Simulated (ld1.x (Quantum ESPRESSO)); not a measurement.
## chlorine: TM pseudisation with LDA (PZ), non-relativistic reference atom.

```
Element                 : Cl
Generator               : ld1.x (Quantum ESPRESSO) 7.5
Type                    : norm-conserving Troullier–Martins (Kleinman–Bylander form)
Functional              : LDA (PZ)
Relativity              : non-relativistic
Frozen core             : [Ne]
Valence charge          : 7
Reference configuration : 3s2 3p4.5 (charge +0.5)
Partial waves           : 3s (bound): rc 1.25 bohr; 3p (bound): rc 1.50 bohr
Local potential         : all-electron potential smoothed inside 1.30 bohr (lloc = -1)
Core correction         : a·sin(br)/r model core inside 1.32 bohr
```

* Cutoffs needed: 50 Ry and 80 Ry (the cutoffs (Ry, on a coarse ladder) from which the occupation-weighted sum of valence levels, in a spherical-Bessel basis at the reference potential, stays within 10 and 1 mRy of its value at 400 Ry)
* Ghost test: no extra level below or beside the all-electron valence levels (s, p, d, f tested) (spherical-Bessel basis up to 400 Ry, 20 bohr box)
* Largest excitation error: +115 meV (all-electron minus pseudo) for 3s2 3p2, out of 7 test configurations
